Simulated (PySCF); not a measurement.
## Computed data sheet: `CO/C=C(/C)[C@@H](C)N`

C₆H₁₃NO.
Z-matrix (Å and degrees, PBE0-D3(BJ)/def2-SVP geometry), rows numbered from 1:
```
C 
O   1  1.3989
C   2  1.3556  1  115.53
C   3  1.3405  2  123.23  1   158.14
C   4  1.4977  3  120.70  2   176.22
C   4  1.5124  3  121.02  2    -2.51
C   6  1.5257  4  111.53  3   108.17
N   6  1.4596  4  109.37  3  -131.15
H   1  1.0980  2  107.48  3   176.25
H   1  1.1054  2  111.98  3   -64.42
H   1  1.1062  2  111.66  3    57.31
H   3  1.0992  2  115.35  1   -24.25
H   5  1.1000  4  111.67  3     5.80
H   5  1.1032  4  111.43  3  -114.67
H   5  1.1002  4  110.48  3   127.38
H   6  1.1068  4  106.71  3    -8.76
H   7  1.1004  6  110.88  4    62.74
H   7  1.1026  6  110.63  4  -177.89
H   7  1.0993  6  110.73  4   -58.27
H   8  1.0183  6  109.80  4  -178.00
H   8  1.0184  6  109.78  4    65.30
```

Structural features include: C=C double bond, ether and amine.

**PBE0-D3(BJ)/def2-SVP geometry optimisation, gas phase (PySCF)**

```yaml
Point_group: C1
Rotational_constants_A_B_C: 3.059, 1.175, 1.042 GHz
```

**wB97X-D/def2-SVPD ground state and vertical TDDFT (core frozen in the response) (PySCF)**

```yaml
Dipole_moment: 1.83 D
HOMO_energy: -7.93 eV
LUMO_energy: 2.29 eV
HOMO–LUMO_gap: 10.22 eV
Lowest_singlet_excitation: 6.21 eV (200 nm, f = 0.023)
Strongest_line_among_the_6_lowest_singlet_transitions: S2 at 6.49 eV (191 nm, f = 0.451)
Static_isotropic_polarisability: 90.7 au
Electronic_spatial_extent_⟨r²⟩_about_the_centre_of_nuclear_charge: 1276 bohr²
```

Monoisotopic mass from the formula: 115.0997 u.

The rotational constants make it an asymmetric top with κ = (2B − A − C)/(A − C) = -0.87, nearer the prolate limit (−1). The 6 singlets span 6.21 to 7.13 eV, and their oscillator strengths add up to 0.51. In atomic units the dipole is 0.72 e·bohr (1 au = 2.5417 D). The principal polarisabilities are 75.5, 84.1 and 112.5 au; their mean is the isotropic value. With B = h/(8π²I), that is 505.379 GHz u Å² over I, the principal moments of inertia are 165.2, 430.0 and 485.0 u Å² (most abundant isotopes); the inertial defect Ic − Ia − Ib is -110.2 u Å² (zero for a rigid planar frame, negative otherwise). The polarisability is 13.44 Å³ as a volume (1 au = 0.148185 Å³), or 1.42 au for each of the 64 electrons. The largest Löwdin shares of the HOMO are 0.29 on C4, 0.23 on C3, 0.23 on O2 and 0.07 on C5.

For the TDDFT job (wB97X-D/def2-SVPD), cost: about 1.7 min of CPU time on one thread; the machine was shared, so the figure is rough.

One conformer stands for the species.
